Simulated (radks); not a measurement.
Spherical jellium clusters: N electrons in a uniform positive sphere of charge N and radius rs N^(1/3), rs = 4.93 bohr. Calculated with a radial shooting solver with Libxc functionals: non-relativistic Kohn-Sham, LDA (Slater exchange, Perdew-Wang correlation), spin-polarised, spherical densities. Levels are named by radial order and angular momentum (1s, 1p, 1d, 2s, ...), and open shells are averaged over m.

N = 34, configuration 1s2 1p6 1d10 2s2 1f14. This is the lowest configuration that the search found. Occupied and some empty levels:

level  occupation  eigenvalue (eV)  <r> (bohr)
1s              2          -4.1522       8.849
1p              6          -3.7064       11.06
1d             10          -3.1985       12.29
2s              2          -3.0896       9.761
1f             14          -2.6070       13.16
2p              0          -2.2889       10.65
1g              0          -1.9338       13.89
2d              0          -1.4596       12.23

Energy (eV): total -64.3391, kinetic 40.599, external -2353.1, Hartree 1172.6, exchange-correlation -106.12, background 1181.7. Static polarisability (adiabatic kernel): 4904 bohr^3, against R^3 = 4074 for a classical metal sphere.
